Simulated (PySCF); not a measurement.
# Electronic structure of Ge⁺ (germanium, charge +1) at the UHF level

Configuration: [Ar] 3d10 4s2 4d1, 2D determinant (an excited configuration). Computed with PySCF 2.14 in x2c-TZVPPall with one added diffuse shell each of s, p, d type (7s6p5d1f, 57 functions), with scalar relativity by spin-free X2C-1e.

- Total energy: -2096.447191 hartree
- One-electron energy: -2906.9905 hartree
- Hartree (Coulomb) energy: 888.7559 hartree
- Exchange energy: -78.2126 hartree
- ⟨S²⟩: 0.7503
- ⟨L²⟩: 6.001
- Sum of ⟨r⟩: 22.77 bohr
- Sum of ⟨r²⟩: 45.87 bohr²
- Traceless quadrupole moment −½Σ⟨3z² − r²⟩ along its main axis: 7.30 e·bohr²
- Langevin diamagnetic susceptibility: -36.3 ×10⁻⁶ cm³/mol

```csv
shell,electrons,mean orbital energy (eV),spread (eV),"rms radius, mean of both spins (bohr)"
1s β,1,-11193.3,0,0.0542
1s α,1,-11193.3,0,0.0542
2s α,1,-1467.7,0,0.227
2s β,1,-1467.7,0,0.227
2p α,3,-1279.6,0.002,0.203
2p β,3,-1279.6,0.021,0.203
3s α,1,-215.12,0,0.667
3s β,1,-215.11,0,0.667
3p α,3,-155.30,0.024,0.701
3p β,3,-155.28,0.060,0.701
3d α,5,-57.117,0.137,0.810
3d β,5,-57.078,0.070,0.810
4s α,1,-26.300,0,2.16
4s β,1,-26.122,0,2.16
4d α,1,-6.255,0,5.08
```

The outer electron is Rydberg-like, and this basis confines it to a smaller radius and binds it less than a complete one would.

Densities and radii are taken from the X2C orbitals without a picture-change correction, which distorts them close to the nucleus.

Spin-orbit constants ζ (cm⁻¹) from the X2C one-electron operator on these orbitals: bare nucleus, nucleus screened by l(l+1)(2l+1)/3 electrons, and screened by the Breit-Pauli mean field of the electrons.

```json
{"shell": "2p", "bare": "177100", "screened nucleus": "166100", "mean field": "161000"}
{"shell": "3p", "bare": "23600", "screened nucleus": "22120", "mean field": "21310"}
{"shell": "3d", "bare": "2619", "screened nucleus": "1800", "mean field": "1660"}
{"shell": "4d", "bare": "28.93", "screened nucleus": "19.89", "mean field": "16.58"}
```

To first order the Landé constant is A = 16.58 cm⁻¹, so the lowest level has J = 3/2 and lies 0.00308 eV below the centre of the term.
